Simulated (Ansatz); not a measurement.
Gas-phase electronic energies from Ansatz, PBE0-D4/def2-TZVP geometries. CBS: MP2 limit from def2 TZ/QZ plus the TZ coupled-cluster correction, frozen cores. DFT in def2-TZVPP. For Br, Ga outer-core shells are correlated without core-valence functions, which leaves a few kJ/mol of doubt a bond. Scalar relativity is left out up to krypton. One conformer a species, not always the lowest.

`[OH][Ga]([Cl])[O][SiH3]` + `NB(Br)Br` → `[OH][Ga]([Cl])[Br]` + `NB(Br)O[SiH3]`  (redistribution)

(1) Is it downhill or uphill in electronic energy at CCSD(T)/CBS, and by how much? (Best estimate.)

(2) What do these levels give: r2SCAN-D4, PBE0-D4, B2PLYP, PBE0, CCSD(T)/def2-TZVPP, MP2/CBS(def2)? (Best estimate.)

Largest T1 diagnostic among the species: 0.013.

Answers

(1) Ansatz gave: Downhill: ΔE = -24.6 kcal/mol.

(2) The calculation gave: r2SCAN-D4 -26.2, PBE0-D4 -26.4, B2PLYP -25.4, PBE0 -26.4, CCSD(T)/def2-TZVPP -24.2, MP2/CBS(def2) -23.6 kcal/mol.

In def2-TZVPP, CCSD(T) changes the Hartree–Fock value by +5.3 kcal/mol (the triples alone add +0.6 kcal/mol) and MP2 by +6.4 kcal/mol. From PBE to PBE0 (25 % exact exchange), in def2-TZVPP and without D4, ΔE moves by −1.2 kcal/mol.
